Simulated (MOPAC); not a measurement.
MOPAC input (PM3):

```
PM3 1SCF CHARGE=-1 GEO-OK AUX(PRECISION=9) THREADS=1
C6H7

C     1.44426070 1   -0.53658161 1   -0.27402555 1
C     1.36902390 1    0.90871354 1    0.23061831 1
C    -0.09966705 1    0.54899598 1    0.74559223 1
C     0.14065038 1   -0.72927474 1    0.15909879 1
C    -1.28634728 1   -0.95967727 1   -0.32215211 1
C    -1.37294596 1    0.60773327 1   -0.18472220 1
H     2.26019345 1   -1.18278387 1   -0.58882787 1
H     1.29799486 1    1.63376910 1   -0.58908418 1
H     2.10293262 1    1.28829290 1    0.96136211 1
H    -1.43086623 1   -1.37938019 1   -1.32226701 1
H    -1.92490781 1   -1.48935370 1    0.39132526 1
H    -1.16856776 1    1.04398640 1   -1.17825130 1
H    -2.30662743 1    1.04601428 1    0.19928636 1
```

Output:

```
 *******************************************************************************
 **                                                                           **
 **                              MOPAC v23.2.5                                **
 **                                                                           **
 *******************************************************************************
 ** MOPAC's Digital Object Identifier: https://doi.org/10.5281/zenodo.6511958 **
 **                                                                           **
 ** Please cite the open-source release paper for use of this MOPAC version:  **
 ** J. E. Moussa and J. J. P. Stewart (2026)                                  **
 ** MOPAC: An open-source semiempirical molecular orbital program             **
 ** J. Open Source Softw., 11(119), 8025, https://doi.org/10.21105/joss.08025 **
 *******************************************************************************

                              PM3 CALCULATION RESULTS

 *******************************************************************************
 *  PM3        - The PM3 Hamiltonian to be used
 *  GEO-OK     - OVERRIDE INTERATOMIC DISTANCE AND OTHER SAFETY CHECKS
 *
 *
 *
 *                 CHARGE ON SYSTEM = -1
 *
 *
 *
 *  1SCF       - DO 1 SCF AND THEN STOP
 *  AUX        - OUTPUT AUXILIARY INFORMATION
 *******************************************************************************
PM3 1SCF CHARGE=-1 GEO-OK AUX(PRECISION=9) THREADS=1
 C6H7

   ATOM   CHEMICAL          X               Y               Z
  NUMBER   SYMBOL      (ANGSTROMS)     (ANGSTROMS)     (ANGSTROMS)

     1       C          1.44426070  *  -0.53658161  *  -0.27402555  *
     2       C          1.36902390  *   0.90871354  *   0.23061831  *
     3       C         -0.09966705  *   0.54899598  *   0.74559223  *
     4       C          0.14065038  *  -0.72927474  *   0.15909879  *
     5       C         -1.28634728  *  -0.95967727  *  -0.32215211  *
     6       C         -1.37294596  *   0.60773327  *  -0.18472220  *
     7       H          2.26019345  *  -1.18278387  *  -0.58882787  *
     8       H          1.29799486  *   1.63376910  *  -0.58908418  *
     9       H          2.10293262  *   1.28829290  *   0.96136211  *
    10       H         -1.43086623  *  -1.37938019  *  -1.32226701  *
    11       H         -1.92490781  *  -1.48935370  *   0.39132526  *
    12       H         -1.16856776  *   1.04398640  *  -1.17825130  *
    13       H         -2.30662743  *   1.04601428  *   0.19928636  *

          CARTESIAN COORDINATES

    NO.       ATOM           X           Y           Z

     1         C          1.4443     -0.5366     -0.2740
     2         C          1.3690      0.9087      0.2306
     3         C         -0.0997      0.5490      0.7456
     4         C          0.1407     -0.7293      0.1591
     5         C         -1.2863     -0.9597     -0.3222
     6         C         -1.3729      0.6077     -0.1847
     7         H          2.2602     -1.1828     -0.5888
     8         H          1.2980      1.6338     -0.5891
     9         H          2.1029      1.2883      0.9614
    10         H         -1.4309     -1.3794     -1.3223
    11         H         -1.9249     -1.4894      0.3913
    12         H         -1.1686      1.0440     -1.1783
    13         H         -2.3066      1.0460      0.1993

  H: (PM3): J. J. P. STEWART, J. COMP. CHEM. 10, 209 (1989).
  C: (PM3): J. J. P. STEWART, J. COMP. CHEM. 10, 209 (1989).

           Empirical Formula: C6 H7  =    13 atoms

      MOLECULAR POINT GROUP   :   C1

      RHF CALCULATION, NO. OF DOUBLY OCCUPIED LEVELS = 16

 -------------------------------------------------------------------------------
 PM3 1SCF CHARGE=-1 GEO-OK AUX(PRECISION=9) THREADS=1
 C6H7

     1SCF WAS SPECIFIED, SO BFGS WAS NOT USED
     SCF FIELD WAS ACHIEVED

                              PM3 CALCULATION
                                                       MOPAC v23.2.5 Linux

          FINAL HEAT OF FORMATION =        118.39746 KCAL/MOL =     495.37496 KJ/MOL

          COSMO AREA              =        124.17 SQUARE ANGSTROMS
          COSMO VOLUME            =        114.45 CUBIC ANGSTROMS

          IONIZATION POTENTIAL    =          1.666005 EV
          HOMO LUMO ENERGIES (EV) =         -1.666  6.382
          NO. OF FILLED LEVELS    =         16
          MOLECULAR WEIGHT        =         79.1213         POINT GROUP:  C1

          MOLECULAR DIMENSIONS (Angstroms)

            Atom       Atom       Distance
            H    13    H     7     5.14242
            H    10    H     9     4.70697
            H     8    H    11     2.91518

          SCF CALCULATIONS        =          1

   ATOM   CHEMICAL          X               Y               Z
  NUMBER   SYMBOL      (ANGSTROMS)     (ANGSTROMS)     (ANGSTROMS)

     1       C          1.44426070  *  -0.53658161  *  -0.27402555  *
     2       C          1.36902390  *   0.90871354  *   0.23061831  *
     3       C         -0.09966705  *   0.54899598  *   0.74559223  *
     4       C          0.14065038  *  -0.72927474  *   0.15909879  *
     5       C         -1.28634728  *  -0.95967727  *  -0.32215211  *
     6       C         -1.37294596  *   0.60773327  *  -0.18472220  *
     7       H          2.26019345  *  -1.18278387  *  -0.58882787  *
     8       H          1.29799486  *   1.63376910  *  -0.58908418  *
     9       H          2.10293262  *   1.28829290  *   0.96136211  *
    10       H         -1.43086623  *  -1.37938019  *  -1.32226701  *
    11       H         -1.92490781  *  -1.48935370  *   0.39132526  *
    12       H         -1.16856776  *   1.04398640  *  -1.17825130  *
    13       H         -2.30662743  *   1.04601428  *   0.19928636  *

                             CARTESIAN COORDINATES

   1    C        1.444260700    -0.536581610    -0.274025550
   2    C        1.369023900     0.908713540     0.230618310
   3    C       -0.099667050     0.548995980     0.745592230
   4    C        0.140650380    -0.729274740     0.159098790
   5    C       -1.286347280    -0.959677270    -0.322152110
   6    C       -1.372945960     0.607733270    -0.184722200
   7    H        2.260193450    -1.182783870    -0.588827870
   8    H        1.297994860     1.633769100    -0.589084180
   9    H        2.102932620     1.288292900     0.961362110
  10    H       -1.430866230    -1.379380190    -1.322267010
  11    H       -1.924907810    -1.489353700     0.391325260
  12    H       -1.168567760     1.043986400    -1.178251300
  13    H       -2.306627430     1.046014280     0.199286360

           Empirical Formula: C6 H7  =    13 atoms

      MOLECULAR POINT GROUP   :   C1

                  EIGENVALUES
 -35.04069 -25.82601 -19.15705 -16.75689 -15.66246 -11.31759 -10.97737  -9.49181
  -8.98603  -8.82065  -7.63017  -7.14133  -6.08356  -5.43955  -3.53643  -1.66600
   6.38182   8.25474   8.35670   8.69521   8.94715   9.12985   9.25630   9.47217
   9.51227   9.82449  10.20087  10.37865  10.77583  11.59856  12.06928

              NET ATOMIC CHARGES AND DIPOLE CONTRIBUTIONS

  ATOM NO.   TYPE          CHARGE      No. of ELECS.   s-Pop       p-Pop
    1          C          -0.454595        4.4546     1.22546     3.22914
    2          C           0.016302        3.9837     1.16082     2.82288
    3          C          -0.502680        4.5027     1.48958     3.01310
    4          C          -0.116910        4.1169     1.24378     2.87313
    5          C          -0.052162        4.0522     1.16444     2.88772
    6          C          -0.048726        4.0487     1.17460     2.87413
    7          H           0.095065        0.9049     0.90493
    8          H           0.005596        0.9944     0.99440
    9          H           0.006753        0.9932     0.99325
   10          H           0.015375        0.9846     0.98463
   11          H           0.029829        0.9702     0.97017
   12          H          -0.000807        1.0008     1.00081
   13          H           0.006960        0.9930     0.99304
 DIPOLE           X         Y         Z       TOTAL
 POINT-CHG.    -1.489    -0.372    -1.305     2.015
 HYBRID         0.225    -0.481    -1.457     1.551
 SUM           -1.264    -0.853    -2.762     3.155

          ATOMIC ORBITAL ELECTRON POPULATIONS

     Atom    s        px        py        pz
    1  C   1.22546   0.99057   0.97666   1.26190
    2  C   1.16082   0.97539   0.91182   0.93567
    3  C   1.48958   0.86100   0.92946   1.22264
    4  C   1.24378   0.91394   1.03785   0.92134
    5  C   1.16444   0.96119   0.97715   0.94938
    6  C   1.17460   0.99405   0.91528   0.96480
    7  H   0.90493
    8  H   0.99440
    9  H   0.99325
   10  H   0.98463
   11  H   0.97017
   12  H   1.00081
   13  H   0.99304

 **********************
 *                    *
 * JOB ENDED NORMALLY *
 *                    *
 **********************

 == MOPAC DONE ==
```

The dipole moment of an ion depends on the origin.

The geometry given is a B3LYP-D3(BJ)/def2-TZVP minimum.
